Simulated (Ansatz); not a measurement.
Single points on the cluster BeF₂.

```yaml
crystal:
  periodic: [false, false, false]
  atoms:
    - {symbol: Be, position_ang: [0.002529, 0.001643, 0.000751]}
    - {symbol: F, position_ang: [0.539806, -0.257122, -1.241334]}
    - {symbol: F, position_ang: [-0.542336, 0.255489, 1.240582]}
basis:
  gaussian: {orbitals: def2-TZVP, initial_orbitals: start.molden}
magnetization: {spin_polarized: true, initial_magnetization: 0}
hamiltonian: {xc: pbe0, dispersion: d4}
output: {orbitals: {seedname: orbitals}}
```

The file start.molden holds the orbitals of an earlier run on this structure, at another level or in another basis.

```sh
$ ansatz run in.yaml --threads 4 --pin off --events-out ev --progress --plain --max-ram 3916MiB
```

It prints (some lines left out):

```
Functional definition: PBE0
453 factors; their error is unknown
mean field evaluation 1: about -5832.6447 eV, gradient 1.2e2 eV
mean field evaluation 2: about -5835.7315 eV, gradient 4.0e0 eV
mean field evaluation 4: about -5835.8253 eV, gradient 9.7e-2 eV
mean field evaluation 8: about -5835.8253 eV, gradient 7.0e-6 eV
mean field evaluation 16: about -5835.8253 eV, gradient 1.1e-3 eV
mean field -5835.82534410 eV, -214.4626257313 hartree, gradient 7.0e-6 eV, S^2 0.000000; 1 other end points of the search recorded, 0 dependent functions left out
reference -5835.82537504 eV, -214.4626268683 hartree; 11, 11 occupied and 70, 70 virtual orbitals, 453 factors
Total energy: -5835.84315966 eV, -214.4632804409 hartree
```

Run time 0.4 s (4 threads of Intel Xeon Platinum 8488C on a shared host).

As the first input, with `hamiltonian: {xc: r2scan, dispersion: d4}`, `scf: {omitted_lower_state_checks: [starts]}` (abridged; 0.55 s):

```
Functional definition: r2SCAN
mean field -5839.28345217 eV, -214.5897088587 hartree, gradient 2.0e-5 eV, S^2 0.000000
Total energy: -5839.28849033 eV, -214.5898940077 hartree
Checks for a lower state left out: starts
```

As the first input, with `hamiltonian: {xc: pbe, dispersion: d4}`, `scf: {omitted_lower_state_checks: [starts]}` (abridged; 0.3 s):

```
Functional definition: PBE
mean field -5835.74891222 eV, -214.4598169113 hartree, gradient 9.5e-6 eV, S^2 0.000000
Total energy: -5835.77056327 eV, -214.4606125727 hartree
Checks for a lower state left out: starts
```

Geometry: PBE0-D4/def2-TZVP, that of the neutral singlet.

The structure comes from a short search, and lower isomers may exist.
